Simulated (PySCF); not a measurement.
**Which determinant of LiCd⁺ lies lowest?**

Unrestricted PBE0; Li def2-TZVP, Cd def2-TZVP with ECP28; scalar-relativistic core potentials (PySCF 2.14). Outer shells of the fragments: Li+ closed shells only; Cd 4d10 5s2.

Followed along the bond (rough minima from three points):

```json
{"2Ms+1": "1", "unpaired": "none", "⟨S²⟩ at the start": "0.00", "R at minimum (Å)": "2.77", "Te (eV)": "0.00"}
{"2Ms+1": "3", "unpaired": "σ ↑↑", "⟨S²⟩ at the start": "2.00", "R at minimum (Å)": "none in the scan", "Te (eV)": "≤ 3.16"}
```

Solutions found at the starting distance of 2.785 Å, counted from the lowest of them; the search is not exhaustive and high or unbound solutions are not listed, so other states can lie among these:

```csv
2Ms+1,unpaired,term,E (eV),⟨S²⟩,⟨Lz²⟩,μ (D)
1,none,¹Σ⁺,0.00,0.00,0.00,-8.49
3,σ ↑↑,³Σ⁺,3.32,2.00,0.00,-7.83
3,"σ ↑, π ↑",³Π,4.34,2.00,1.00,-7.57
1,"σ ↓, π ↑",mixed,4.96,1.00,1.00,-6.70
```

A term symbol is given only where ⟨S²⟩ and ⟨Lz²⟩ are close to those of a pure state; real π, δ and φ orbitals otherwise mix terms. A positive dipole points towards Cd; it is taken about the centre of mass and depends on that origin.

Counting both spins, an empty level lies below a filled one in some of these solutions, because spin and occupation are held.
